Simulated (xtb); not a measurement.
C8H6, SMILES C12C=CC=C2C=CC=1. All values are semi-empirical tight-binding results from xtb (GFN2-xTB unless named), good for trends rather than for accurate numbers. Coordinates come from a GFN2-xTB optimisation.

Computed properties:
point group as xtb finds it: C2h
orbital gap: 1.16 eV
dipole moment: 0.00 D
zero-point energy: 67.3 kcal/mol
G − E(el) at 298.15 K (modified RRHO): 49.1 kcal/mol
static polarisability (D4 model): 84.9 bohr³
solvation energy, GFN2-xTB/ALPB(water): -0.9 kcal/mol
solvation energy, GFN2-xTB/ALPB(octanol): -4.9 kcal/mol

Computed IR lines (harmonic; lines under 4 % of the strongest left out, lines within 3 cm⁻¹ merged):
ν (cm⁻¹): 135 (w), 485 (w), 784 (m), 980 (w), 1047 (w), 1117 (m), 1198 (w), 1267 (w), 1549 (w), 1638 (vs), 3119 (m), 3130 (vs), 3148 (vs) (against the strongest line: vs over 80 %, s over 45 %, m over 15 %, w over 4 %, vw less)
